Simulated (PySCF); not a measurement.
A structure optimised at PBE0-D3(BJ)/def2-SVP, used in a PySCF frequency run:

```
Sb
F 1 1.8840
F 1 1.8840 2 120.00
F 1 1.8840 2 120.00 3 -180.00
F 1 1.8937 2 90.00 4 -90.00
F 1 1.8937 2 90.00 5 -180.00
```

Q: Write its SMILES, formula and point group.

A: [F][Sb]([F])([F])([F])[F], F5Sb, D3h

Q: What are its rotational constants (standard atomic weights)?

A: 2.4981, 2.1287, 2.1287 GHz
